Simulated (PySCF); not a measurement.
# Radial density of Os⁺ (osmium, charge +1)

UHF, [Xe] 4f14 5d6 6s1, high-spin 6D determinant. All numbers are calculated (PySCF 2.14, a scalar-relativistic core potential, in cc-pVDZ-PP with ECP60MDF (4s4p3d1f, 38 functions)). This is the valence pseudo-density: the core potential removes the inner electrons and smooths the orbitals near the nucleus.

```json
{"r (bohr)": "0.130", "4πr²ρ (e/bohr)": "4.298e-05", "4πr²(ρα − ρβ)": "0.0000"}
{"r (bohr)": "0.218", "4πr²ρ (e/bohr)": "0.0005663", "4πr²(ρα − ρβ)": "0.0001"}
{"r (bohr)": "0.366", "4πr²ρ (e/bohr)": "0.05400", "4πr²(ρα − ρβ)": "0.0063"}
{"r (bohr)": "0.616", "4πr²ρ (e/bohr)": "3.283", "4πr²(ρα − ρβ)": "0.2841"}
{"r (bohr)": "1.04", "4πr²ρ (e/bohr)": "12.95", "4πr²(ρα − ρβ)": "2.1744"}
{"r (bohr)": "1.74", "4πr²ρ (e/bohr)": "5.627", "4πr²(ρα − ρβ)": "2.5520"}
{"r (bohr)": "2.93", "4πr²ρ (e/bohr)": "1.081", "4πr²(ρα − ρβ)": "0.8134"}
{"r (bohr)": "4.93", "4πr²ρ (e/bohr)": "0.07547", "4πr²(ρα − ρβ)": "0.0657"}
{"r (bohr)": "8.30", "4πr²ρ (e/bohr)": "0.001002", "4πr²(ρα − ρβ)": "0.0010"}
```

Energies and moments cover only the electrons outside the core potential. Spin-orbit coupling, absent here, splits the open shell strongly.
